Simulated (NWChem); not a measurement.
Total energies of H4ClFOSi2

SMILES: F[Si@H](Cl)O[SiH3]
```xyz
9

F      1.1389     1.0627     1.4175
Si     0.5975    -0.2924     0.7351
Cl     1.6056    -0.5161    -1.0354
O     -0.9972    -0.1550     0.4546
Si    -2.2195     0.3271    -0.5791
H      0.8756    -1.4204     1.6386
H     -2.1993     1.8105    -0.7243
H     -3.5088    -0.1112     0.0204
H     -2.0279    -0.3142    -1.9112
```
Charge 0, spin multiplicity 1.

The numbers come from NWChem runs, not from measurements. The geometry was optimised at PBE0/def2-SVP, a minimum by its harmonic frequencies. It is one conformer; others weren't searched.

Basis set: cc-pVDZ (102 functions).

```tsv
method	total energy (Ha)	relative cost
RHF	-1214.19978	1
MP2	-1214.89475	under 3
B2PLYP	-1216.30519	3
PBE	-1216.16080	under 3
B3LYP	-1216.89203	under 3
LC-wPBE (omega 0.3 per bohr)	-1216.28804	5
CCSD(T)	-1214.95432	20
```

Total energies of different functionals aren't comparable as a measure of quality: only differences taken within one method are. Costs are rough ratios of processor time within this set of runs, SCF included, with RHF as 1.

The correlated methods keep 17 core orbitals frozen. B3LYP has NWChem's definition, with VWN1-RPA local correlation. GW and range-separated runs recompute their integrals, the others keep them in memory, which bears on the times. The structure started from a generated list of species. Coupled-cluster values serve here as a point of comparison, not as the truth.
